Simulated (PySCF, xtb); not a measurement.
1,3,5-trisilacyclohexane (C3H12Si3), SMILES C1[SiH2]C[SiH2]C[SiH2]1.

Geometry: PBE0-D3(BJ)/def2-SVP. One conformer was computed; it need not be the lowest.

Method: C-PCM-ωB97X/def2-SVP in PySCF.

The values are the electrostatic part of the solvation free energy, E(continuum) − E(gas) at the gas-phase geometry, in a cavity of scaled van der Waals radii (PySCF's table); cavitation and dispersion terms are not included. In vacuum the orbital gap is 13.33 eV. The dipole moment in vacuum is 1.20 D.

```csv
solvent,ε,ΔG(elec) (kcal/mol),dipole (D),gap (eV)
water,78.36,-1.8,1.80,13.31
ethylethanoate,5.99,-1.5,1.67,13.32
cyclohexanone,15.62,-1.7,1.76,13.31
```

For comparison, GFN2-xTB/ALPB(water) (xtb, at the GFN2-xTB geometry, all terms of that model) gives 0.3 kcal/mol.
